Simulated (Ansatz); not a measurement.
Basis-set extrapolation for C$_{2}$H$_{5}$BOSi (`B/C=C1\O[SiH2]1`) (PBE0-D4/def2-TZVP geometry, frozen core, the Gaussian-basis code of Ansatz). Multiplicity 1, RHF reference.

```json
{"": "HF", "def2-TZVPP": "-467.143818", "def2-QZVPP": "-467.161226"}
{"": "MP2 correlation", "def2-TZVPP": "-0.764328", "def2-QZVPP": "-0.818002"}
{"": "CCSD(T) correlation", "def2-TZVPP": "-0.836144", "def2-QZVPP": "not run"}
```

Energies in hartree. Use E(X) = E(∞) + A·exp(−7.88·√X) for Hartree–Fock and E(X) = E(∞) + B·X^(−2.97) for correlation, with X = 3 and 4, and add CCSD(T) minus MP2 of the smaller set to the MP2 limit.

Q: What is the CCSD(T) energy at the basis-set limit?

A: HF limit: -467.161226 + (-0.017408) × 0.13774 = -467.16362. MP2 limit: -0.818002 + (-0.053674) × 0.74074 = -0.85776. Higher-order term: -0.836144 − (-0.764328) = -0.07182. Total: -468.09320 hartree, 71.1 kcal/mol below CCSD(T)/def2-TZVPP.
